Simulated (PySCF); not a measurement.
How exact exchange moves a shielding

Molecule: SMILES O[SiH]1SCCS1, C2H6OS2Si.

Geometry:
| atom | x (Å) | y (Å) | z (Å) |
| --- | --- | --- | --- |
| O1 | 2.829 | -0.553 | 0.333 |
| Si2 | 1.561 | 0.349 | -0.239 |
| S3 | 0.111 | 1.031 | 1.188 |
| C4 | -1.190 | -0.172 | 0.724 |
| C5 | -1.290 | -0.317 | -0.780 |
| S6 | 0.305 | -0.837 | -1.514 |
| H7 | 2.602 | -1.400 | 0.730 |
| H8 | 2.230 | 1.510 | -0.869 |
| H9 | -0.985 | -1.143 | 1.200 |
| H10 | -2.130 | 0.223 | 1.139 |
| H11 | -1.609 | 0.629 | -1.242 |
| H12 | -2.018 | -1.098 | -1.048 |

GIAO shieldings (ppm, equivalent atoms averaged) in PySCF 2.14 on the PBE0-D3(BJ)/def2-SVP geometry, basis pcSseg-1, gas phase, non-relativistic:

```tsv
functional	exact exchange (%)	σ(O1)	σ(Si2)	σ(S3/S6)	σ(C4/C5)
BLYP	0	242.1	298.2	515.0	130.5
BP86	0	244.0	306.6	533.3	135.9
PBE	0	244.0	307.8	534.6	136.4
B3LYP	20	252.3	312.4	546.5	137.0
PBE0	25	256.5	325.5	572.9	143.8
BHandHLYP	50	264.6	335.4	588.7	145.3
HF	100	280.5	378.7	657.0	157.7
```

(1) Fit each shielding as a line in the percentage of exact exchange.

(2) What does the line predict for mPW1PW91 (25 %), and what does the run give?

Results:

(1) σ(O1) = 244.4 + 0.38 x (rms 1.6 ppm); σ(Si2) = 303.1 + 0.73 x (rms 4.3 ppm); σ(S3/S6) = 528.2 + 1.29 x (rms 8.2 ppm); σ(C4/C5) = 134.5 + 0.23 x (rms 2.4 ppm). The functionals also differ in their semilocal parts, which the line can't hold; Hartree–Fock has no correlation at all.

(2) σ(O1): 253.9 predicted, 256.6 computed; σ(Si2): 321.4 predicted, 324.3 computed; σ(S3/S6): 560.5 predicted, 570.4 computed; σ(C4/C5): 140.2 predicted, 142.8 computed ppm.
